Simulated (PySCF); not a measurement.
C$_{3}$H$_{3}$N$_{2}$, doublet, geometry from GFN2-xTB; MN15/STO-3G in PySCF.

The PySCF input:
```python
from pyscf import gto, scf, dft

mol = gto.Mole()
mol.atom = '''
    C    -0.98699943   -0.45547695    0.34789029
    C    -0.78858205    0.72851015   -0.38738364
    N     0.52843173    0.87235337   -0.56904093
    C     1.10903837   -0.17053811    0.02466777
    N     0.21684128   -0.98695486    0.58561766
    H    -1.88968967   -0.91709980    0.69350309
    H    -1.49508281    1.43758016   -0.76878885
    H     2.16712002   -0.33324054    0.04820214
'''
mol.basis = 'sto-3g'
mol.spin = 1
mol.verbose = 4
mol.build()

mf = dft.UKS(mol)
mf.xc = 'mn15'
mf.grids.becke_scheme = dft.gen_grid.stratmann
mf.kernel()
mf.analyze()
```

### Question
What does PySCF print? Leave out banner, timings and long lists.

### Answer

```
PySCF version 2.14.0

[INPUT] verbose = 4
[INPUT] num. atoms = 8
[INPUT] num. electrons = 35
[INPUT] charge = 0
[INPUT] spin (= nelec alpha-beta = 2S) = 1
[INPUT] symmetry False subgroup None
[INPUT] Mole.unit = angstrom
[INPUT] Symbol           X                Y                Z      unit          X                Y                Z       unit  Magmom
[...]
nuclear repulsion = 155.160236029134
number of shells = 18
number of NR pGTOs = 84
number of NR cGTOs = 28
basis = sto-3g
ecp = {}

******** <class 'pyscf.dft.uks.UKS'> ********
method = UKS
initial guess = minao
damping factor = 0
level_shift factor = 0
DIIS = <class 'pyscf.scf.diis.CDIIS'>
diis_start_cycle = 1
diis_space = 8
diis_damp = 0
SCF conv_tol = 1e-09
SCF conv_tol_grad = None
SCF max_cycles = 50
direct_scf = True
direct_scf_tol = 1e-13
number electrons alpha = 18  beta = 17
XC library pyscf.dft.libxc version 7.1.2
    S. Lehtola, C. Steigemann, M. J. T. Oliveira, and M. A. L. Marques,  SoftwareX 7, 1–5 (2018)
XC functionals = mn15
    H. S. Yu, X. He, S. L. Li, and D. G. Truhlar,  Chem. Sci. 7, 5032–5051 (2016)
    H. S. Yu, X. He, S. L. Li, and D. G. Truhlar,  Chem. Sci. 7, 5032–5051 (2016)
radial grids:
    Treutler-Ahlrichs [JCP 102, 346 (1995); DOI:10.1063/1.469408] (M4) radial grids

becke partition: Stratmann, Scuseria, Frisch. CPL, 257, 213 (1996); DOI:10.1016/0009-2614(96)00600-8
pruning grids: <function nwchem_prune>
grids dens level: 3
symmetrized grids: False
atomic radii adjust function: <function treutler_atomic_radii_adjust>
small_rho_cutoff = 0
Set gradient conv threshold to 3.16228e-05
tot grids = 99584
init E= -222.668921826595

cycle= 1 E= -221.26459667918  delta_E=  1.4  |g|= 0.396  |ddm|= 3.04
cycle= 2 E= -221.009348450329  delta_E= 0.255  |g|= 0.784  |ddm|= 1.82
cycle= 3 E= -221.364187842946  delta_E= -0.355  |g|= 0.108  |ddm|= 1.63
cycle= 4 E= -221.371571731763  delta_E= -0.00738  |g|= 0.044  |ddm|= 0.137
cycle= 5 E= -221.373152806371  delta_E= -0.00158  |g|= 0.0119  |ddm|= 0.0663
cycle= 6 E= -221.373461859737  delta_E= -0.000309  |g|= 0.00425  |ddm|= 0.0467
cycle= 7 E= -221.373482449832  delta_E= -2.06e-05  |g|= 0.00108  |ddm|= 0.0108
cycle= 8 E= -221.373483479134  delta_E= -1.03e-06  |g|= 0.000113  |ddm|= 0.00218
cycle= 9 E= -221.373483514681  delta_E= -3.55e-08  |g|= 8.02e-05  |ddm|= 0.00044
cycle= 10 E= -221.373483526262  delta_E= -1.16e-08  |g|= 3.14e-05  |ddm|= 0.000276
cycle= 11 E= -221.373483527485  delta_E= -1.22e-09  |g|= 9.82e-06  |ddm|= 8.07e-05
cycle= 12 E= -221.373483527716  delta_E= -2.31e-10  |g|= 1.96e-06  |ddm|= 4.63e-05
Extra cycle  E= -221.373483527756  delta_E= -3.96e-11  |g|= 1.94e-06  |ddm|= 1.85e-05
converged SCF energy = -221.373483527756  <S^2> = 0.76849077  2S+1 = 2.0184061
**** SCF Summaries ****
Total Energy =                        -221.373483527756008
Nuclear Repulsion Energy =             155.160236029133983
One-electron Energy =                 -608.072949586137611
Two-electron Energy =                  231.539230029247648
Two-electron Coulomb Energy =          261.486713553368872
DFT Exchange-Correlation Energy =      -29.947483524121228
**** MO energy ****
                             alpha | beta                alpha | beta
[...]
To work with the spin densities directly, `use mulliken_meta_spin()` only printing them here.

 ** Mulliken spin pop alpha/beta on meta-lowdin orthogonal AOs **
 ** Mulliken Spin Density (per AO)  **
spin_pop of  0 C 1s        0.00000
spin_pop of  0 C 2s        0.00917
spin_pop of  0 C 2px       0.01331
spin_pop of  0 C 2py       0.09183
spin_pop of  0 C 2pz       0.24025
spin_pop of  1 C 1s        0.00000
spin_pop of  1 C 2s        0.00917
spin_pop of  1 C 2px       0.01212
spin_pop of  1 C 2py       0.09293
spin_pop of  1 C 2pz       0.24038
spin_pop of  2 N 1s        0.00000
spin_pop of  2 N 2s       -0.00340
spin_pop of  2 N 2px      -0.01189
spin_pop of  2 N 2py      -0.02588
spin_pop of  2 N 2pz      -0.04907
spin_pop of  3 C 1s        0.00000
spin_pop of  3 C 2s        0.02083
spin_pop of  3 C 2px       0.02176
spin_pop of  3 C 2py       0.13836
spin_pop of  3 C 2pz       0.34536
spin_pop of  4 N 1s        0.00000
spin_pop of  4 N 2s       -0.00340
spin_pop of  4 N 2px      -0.01413
spin_pop of  4 N 2py      -0.02382
spin_pop of  4 N 2pz      -0.04887
spin_pop of  5 H 1s       -0.01527
spin_pop of  6 H 1s       -0.01527
spin_pop of  7 H 1s       -0.02443
 ** Mulliken Spin Density (per atom)  **
spin density of  0 C =      0.35455
spin density of  1 C =      0.35459
spin density of  2 N =     -0.09025
spin density of  3 C =      0.52630
spin density of  4 N =     -0.09022
spin density of  5 H =     -0.01527
spin density of  6 H =     -0.01527
spin density of  7 H =     -0.02443
 ** Mulliken pop alpha/beta on meta-lowdin orthogonal AOs **
 ** Mulliken pop       alpha | beta **
[...]
In total            18.00000 | 17.00000
 ** Mulliken atomic charges   ( Nelec_alpha | Nelec_beta ) **
charge of  0C =      0.03369  (     3.16043      2.80588 )
charge of  1C =      0.03369  (     3.16045      2.80586 )
charge of  2N =     -0.19865  (     3.55420      3.64445 )
charge of  3C =      0.12472  (     3.20079      2.67449 )
charge of  4N =     -0.19865  (     3.55422      3.64444 )
charge of  5H =      0.06707  (     0.45883      0.47410 )
charge of  6H =      0.06708  (     0.45882      0.47410 )
charge of  7H =      0.07105  (     0.45226      0.47669 )
Dipole moment(X, Y, Z, Debye): -1.33211,  0.20490, -0.02966
```
